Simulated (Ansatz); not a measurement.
Molecule: C$_{2}$H$_{6}$BO$_{2}$, charge 0, multiplicity 2. It need not be the lowest isomer of its formula. 
Geometry from a B3LYP-D3(BJ)/def2-TZVP (Ansatz, a first-principles code) optimisation:
```
B
O 1 1.3635
H 2 0.9645 1 112.57
O 1 1.3727 2 117.79 3 1.52
H 4 0.9609 1 114.19 2 -178.99
C 1 1.5910 2 118.82 3 -176.43
H 6 1.0932 1 108.54 2 -25.18
H 6 1.0949 7 108.08 1 119.64
C 6 1.4872 7 110.88 8 121.62
H 9 1.0809 6 120.37 7 38.73
H 9 1.0814 10 117.66 6 -169.61
```
Charge 0, spin multiplicity 2.

Quantity: atomisation energy (electronic, to ground-state atoms); the coupled-cluster value holds the core correlation from cc-pwCVTZ, in kcal/mol. Valence correlation only, unless marked. UHF or UKS for open shells. Spin-orbit coupling is left out. No relativistic terms. CBS(X,Y): correlation extrapolated as X^-3; Hartree-Fock from the larger set.

Level to compare with: CCSD(T)/CBS(cc-pVTZ,cc-pVQZ) plus the core term (Ansatz), 1079.0 kcal/mol. It is a level with limits of its own, and the differences hold the functionals' basis error too.

Rank these functionals by how close they come to CCSD(T)/CBS(cc-pVTZ,cc-pVQZ), closest first: wB97X-V/def2-TZVPD (Ansatz); r2SCAN0/def2-TZVPD (Ansatz); PBE/def2-TZVPD (Ansatz).

wB97X-V/def2-TZVPD (range-separated hybrid with VV10, 1074.0 kcal/mol, difference -5.0), r2SCAN0/def2-TZVPD (hybrid meta-GGA, 1065.2 kcal/mol, difference -13.8), PBE/def2-TZVPD (GGA, 1096.7 kcal/mol, difference 17.7)
